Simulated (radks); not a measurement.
Fractional charge and spin in the 5p shell of ytterbium: the spin-up occupation runs from 2 to 3 and the spin-down occupation from 2 to 3; the fullest corner is Yb2+, [Kr] 4d10 4f14 5s2 5p(up 3, down 3). All-electron calculation, scalar-relativistic Kohn-Sham, PBE, spin-polarised, spherical densities, point nucleus. Program: a radial shooting solver on a logarithmic mesh with Libxc functionals. Energy (eV) minus the two flat planes that join the four corners (they meet along the diagonal where the two added fractions sum to one electron); zero is where a piecewise linear energy would lie.

\begin{tabular}{lrrrrr}
down \ up & 2 & 2.25 & 2.5 & 2.75 & 3 \\ \hline
2 & 0.000 & -1.346 & -1.789 & -1.337 & 0.000 \\
2.25 & -1.346 & -1.729 & -1.219 & 0.174 & -1.269 \\
2.5 & -1.789 & -1.219 & 0.232 & -1.155 & -1.684 \\
2.75 & -1.337 & 0.174 & -1.155 & -1.628 & -1.256 \\
3 & 0.000 & -1.269 & -1.684 & -1.256 & 0.000 \\
\end{tabular}

Corners above the fullest one (they belong to Yb3+ and the next ion): (up 3, down 2) 48.775 eV, (up 2, down 3) 48.775 eV, (up 2, down 2) 112.38 eV. With half an added electron in each spin the energy lies 0.232 eV from the planes, and with half an added electron in spin up alone -1.789 eV. The planes are only a guide here: the flat-plane condition holds for ground states with one frontier orbital, while this shell lies below other occupied shells, so the corners above the fullest one are inner-hole states and not the ground states of those ions.
